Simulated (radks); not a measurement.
Spherical quantum dot in the effective-mass picture: electrons in a parabolic well V = omega^2 r^2 / 2 with omega = 4.21, all in effective atomic units (hartree* = m*/eps^2 hartree, bohr* = eps/m* bohr), one dielectric constant everywhere. Calculated with a radial shooting solver with Libxc functionals: non-relativistic Kohn-Sham, PBEsol, spin-polarised, spherical densities. Levels are named by radial order and angular momentum (1s, 1p, 1d, 2s, ...), and open shells are averaged over m. Results are scaled to m* = 0.26 and eps = 11.7, for which hartree* = 51.68 meV and bohr* = 2.381 nm. Each electron was tried in the lowest free levels, single moves between levels near the top were tried too, and the lowest total energy was kept; such a search can miss a lower state. At N = 1 the Hartree and exchange-correlation terms need not cancel, so that row can carry a self-interaction error.

N        open shells  2S  mu = E(N) - E(N-1) (meV)  addition energy mu(N+1) - mu(N) (meV)  e(HOMO) (meV)  rms radius (nm)
1   1s(up 1, down 0)   1                    328.88                                  80.49         359.20            1.425
2               none   0                    409.38                                  257.7         438.94            1.470
3   1p(up 1, down 0)   1                    667.05                                  51.94         692.58            1.642
4   1p(up 2, down 0)   2                    718.99                                  53.34         745.57            1.733
5   1p(up 3, down 0)   3                    772.32                                  69.76         799.09            1.796
6   1p(up 3, down 1)   2                    842.08                                  49.26         866.35            1.847
7   1p(up 3, down 2)   1                    891.34                                  50.49         916.50            1.890
8               none   0                    941.83                                  226.5         967.17            1.926
9   1d(up 1, down 0)   1                    1168.3                                  43.78         1190.1            1.993
10  1d(up 2, down 0)   2                    1212.1                                  43.95         1234.1            2.048
11  1d(up 3, down 0)   3                    1256.0                                  43.92         1278.0            2.095
12  1d(up 4, down 0)   4                    1300.0                                  43.78         1321.9            2.137
13  1d(up 5, down 0)   5                    1343.7                                  56.79         1365.6            2.174
14  1d(up 5, down 1)   4                    1400.5                                  41.66         1421.3            2.209
15  1d(up 5, down 2)   3                    1442.2                                  41.83         1463.1            2.241
16  1d(up 5, down 3)   2                    1484.0                                  41.83         1504.9            2.271
17  1d(up 5, down 4)   1                    1525.9                                  41.73         1546.7            2.298
18              none   0                    1567.6                                  55.59         1588.4            2.324
19  2s(up 1, down 0)   1                    1623.2                                  47.61         1644.5            2.350
20              none   0                    1670.8                                  178.4         1691.8            2.374
21  1f(up 1, down 0)   1                    1849.2                                  37.44         1867.9            2.408
22  1f(up 2, down 0)   2                    1886.7                                  37.38         1905.4            2.439
23  1f(up 3, down 0)   3                    1924.0                                  37.28         1942.7            2.468
24  1f(up 4, down 0)   4                    1961.3                                  37.17         1979.9            2.496
25  1f(up 5, down 0)   5                    1998.5                                  37.04         2017.0            2.523
26  1f(up 6, down 0)   6                    2035.5                                  36.90         2054.0            2.548
27  1f(up 7, down 0)   7                    2072.4                                  47.10         2090.8            2.572
28  1f(up 7, down 1)   6                    2119.5                                  35.88         2137.5            2.595
29  1f(up 7, down 2)   5                    2155.4                                  35.84         2173.3            2.617
30  1f(up 7, down 3)   4                    2191.2                                  35.76         2209.1            2.639
31  1f(up 7, down 4)   3                    2227.0                                  35.67         2244.9            2.659
32  1f(up 7, down 5)   2                    2262.7                                  35.57         2280.5            2.679
33  1f(up 7, down 6)   1                    2298.2                                  35.45         2316.0            2.699
34              none   0                    2333.7                                      -         2351.4            2.718

All shells are closed at N = 2, 8, 18, 20, 34 (there: 1s2 1p6 1d10 2s2 1f14); the second difference of the energy has clear peaks (12 % above both neighbours; the first and last values, which can be the largest, are not judged, and half-filled shells can peak too) at N = 2, 5, 8, 13, 18, 20, 27.
